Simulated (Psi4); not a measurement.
trichloroethylene (C2HCl3), singlet, at a GFN2-xTB geometry. Base run: CCSD(T)/6-31G (Psi4 1.11).

Input for Psi4:
```
memory 2 GB

molecule {
0 1
Cl    2.16430428    0.65063115   -0.02488394
C     0.96868077   -0.56892736   -0.03455329
C    -0.33236363   -0.29237070   -0.00141803
Cl   -0.96728152    1.29724732    0.05435331
Cl   -1.50022928   -1.55086072   -0.01269355
H     1.33660808   -1.58151327   -0.06936094
}

set {
  basis 6-31g
}

energy('ccsd(t)')
print_variables()
```

Variants of this job, named by their change:

```tsv
change	ΔE vs base (mEh)	MP2 correlation (Eh)	basis functions	core-seconds (rough)	outcome
base	0.000	-0.31918	59	20	converged
method = mp3	22.945	-0.31911	59	4	converged
puream = on	0.000	-0.31918	59	20	converged
method = mp2.5	31.532	-0.31911	59	4	converged
method = ccsd	10.834	-0.31918	59	20	converged
cc_type = df	-	-	59	-	stopped with an error
method = fno-ccsd(t)	-	-	59	-	stopped with an error
method = scs-mp2	45.191	-0.31918	59	6	converged
freeze_core = on	10.123	-0.30814	59	10	converged
method = lccd	-	-	59	-	stopped with an error
```

- cc_type = df: ended with `Fatal Error: ndocc must be less than nvirt`
- method = fno-ccsd(t): ended with `Fatal Error: ndocc must be less than nvirt`
- method = lccd: ended with `Fatal Error: ndocc must be less than nvirt`
